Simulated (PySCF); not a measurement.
trans-dichloroethylene (C2H2Cl2), SMILES Cl/C=C/Cl.

The structure is a stationary point at TPSSh-D3(BJ)/def2-SVP.

Level of theory: r2SCAN/def2-TZVPD run with PySCF.

Symmetry labels are those of the subgroup C2h that the program uses (full group C2h).

Computed valence orbital energies around the gap with their symmetry:
| orbital | symmetry | energy (eV) |
|---|---|---|
| HOMO−7 | Bu | -12.75 |
| HOMO−6 | Ag | -12.36 |
| HOMO−5 | Ag | -10.58 |
| HOMO−4 | Au | -10.17 |
| HOMO−3 | Bg | -8.99 |
| HOMO−2 | Bu | -8.30 |
| HOMO−1 | Ag | -8.15 |
| HOMO | Au | -6.47 |
| LUMO | Bg | -1.59 |
| LUMO+1 | Bu | -0.88 |
| LUMO+2 | Ag | 0.17 |
| LUMO+3 | Ag | 0.82 |
